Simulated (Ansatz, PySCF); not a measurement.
System: MgO (charge 0, triplet). This is an excited triplet: at this geometry the singlet lies 0.07 eV lower at CCSD(T)/CBS(def2-TZVPPD,def2-QZVPPD). 
Geometry from a B3LYP-D3(BJ)/def2-TZVP (Ansatz, a quantum-chemistry and plane-wave program) optimisation:
```xyz
2

Mg     0.0000     0.0000    -0.7564
O      0.0000     0.0000     1.1347
```
Charge 0, spin multiplicity 3.

Total electronic energies in hartree. Cores are frozen in the correlated levels unless marked. UHF or UKS for open shells. Spin-orbit coupling is left out. Non-relativistic. CBS marks a two-point X^-3 extrapolation of the correlation energy; Hartree-Fock from the larger set. The bracket is a focal-point correction in the basis named.

```json
[
 {"level": "BLYP-D4/def2-TZVPD", "program": "Ansatz + dftd4", "energy (Eh)": "-275.25826"},
 {"level": "BLYP/def2-TZVPD", "program": "Ansatz", "energy (Eh)": "-275.25636"},
 {"level": "BP86/def2-TZVPD", "program": "PySCF", "energy (Eh)": "-275.26492"},
 {"level": "B97M-V/def2-TZVPD", "program": "Ansatz", "energy (Eh)": "-275.18379"},
 {"level": "B3LYP-D4/def2-TZVPD", "program": "Ansatz + dftd4", "energy (Eh)": "-275.27733"},
 {"level": "PBE0-D3(BJ)/def2-TZVP", "program": "Ansatz + dftd3", "energy (Eh)": "-275.06708"},
 {"level": "PBE0-D4/def2-TZVPD", "program": "Ansatz + dftd4", "energy (Eh)": "-275.06842"},
 {"level": "PBE0/def2-TZVP", "program": "Ansatz", "energy (Eh)": "-275.06649"},
 {"level": "BHLYP/def2-TZVPD", "program": "Ansatz", "energy (Eh)": "-275.22590"},
 {"level": "TPSSh-D4/def2-TZVPD", "program": "PySCF + dftd4", "energy (Eh)": "-275.26483"},
 {"level": "r2SCAN0-D4/def2-TZVPD", "program": "Ansatz + dftd4", "energy (Eh)": "-275.17689"},
 {"level": "MP2/6-31G*", "program": "Ansatz", "energy (Eh)": "-274.57725"},
 {"level": "MP2/def2-SVPD", "program": "Ansatz", "energy (Eh)": "-274.47644"},
 {"level": "RI-MP2/def2-QZVPP", "program": "Ansatz", "energy (Eh)": "-274.70963"},
 {"level": "SCS-MP2/STO-3G", "program": "Ansatz", "energy (Eh)": "-270.88518"},
 {"level": "SCS-MP2/def2-SVP", "program": "Ansatz", "energy (Eh)": "-274.45341"},
 {"level": "CCSD/CBS(def2-TZVPP,def2-QZVPP)", "program": "Ansatz", "energy (Eh)": "-274.7325"},
 {"level": "CCSD(T)/6-31G", "program": "Ansatz", "energy (Eh)": "-274.51315"},
 {"level": "CCSD(T)/6-31G*", "program": "Ansatz", "energy (Eh)": "-274.59343"},
 {"level": "CCSD(T)/def2-SVP", "program": "Ansatz", "energy (Eh)": "-274.47293"},
 {"level": "CCSD(T)/def2-QZVPPD", "program": "Ansatz", "energy (Eh)": "-274.72816"},
 {"level": "RI-MP2/CBS(def2-TZVPPD,def2-QZVPPD)+[CCSD(T)-MP2]/def2-TZVPPD", "program": "Ansatz", "energy (Eh)": "-274.7423"},
 {"level": "CCSD(T)/CBS(def2-TZVPPD,def2-QZVPPD)", "program": "Ansatz", "energy (Eh)": "-274.7408"}
]
```

Totals of different functionals don't rank their quality; only differences between species are comparable.
